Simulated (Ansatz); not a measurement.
**Ligand exchange: BBr3 + C4H9Cl → BBr2Cl + C4H9Br**

Species: BBr3 (boron tribromide) `BrB(Br)Br`, singlet; C4H9Cl (2-chloro-2-methylpropane) `CC(C)(C)Cl`, singlet; BBr2Cl (dibromo(chloro)borane) `ClB(Br)Br`, singlet; C4H9Br (2-bromo-2-methylpropane) `CC(C)(C)Br`, singlet. The partners trade Br for Cl: B–Br and C–Cl bonds give way to B–Cl and C–Br.

Shapes, held fixed at every level: PBE0-D4/def2-TZVP. Programs: Ansatz 0.2.0. The zero-point and thermal change to 298 K, harmonic and unscaled (PBE0-D4/def2-TZVP), is 0.0 kJ/mol.

Estimate the reaction enthalpy at 298 K.

From tabulated heats of formation (CRC Handbook of Chemistry and Physics, NIST-JANAF tables), ΔH(298 K) = -18.0 kJ/mol. All levels lie within 4 kJ/mol, near the uncertainty of the heats themselves, so they can't be ranked here. The heats of C4H9Cl, C4H9Br come from older tables and can be uncertain by 10 kJ/mol or more. The tabulated values of BBr3, BBr2Cl are in doubt (older tables, estimates, or at odds with other calculations) and kept here. Relativity is left out for Br. Outer-core shells of Br are correlated, in sets that cover them unevenly.

```tsv
level	kind	ΔH (kJ/mol)	computed − measured
PBE-D4/def2-TZVPP	GGA	-15.7	+2.3
B3LYP-D4/def2-TZVPP	global hybrid	-17.0	+1.0
r2SCAN0-D4/def2-TZVPP	global hybrid	-15.7	+2.2
wB97M-V/def2-TZVPP	range-separated hybrid	-16.4	+1.6
MP2/def2-TZVPP	perturbation theory	-17.5	+0.5
CCSD/def2-TZVPP	coupled cluster or CI	-17.2	+0.8
CCSD(T)/def2-TZVPP	coupled cluster or CI	-17.2	+0.8
```
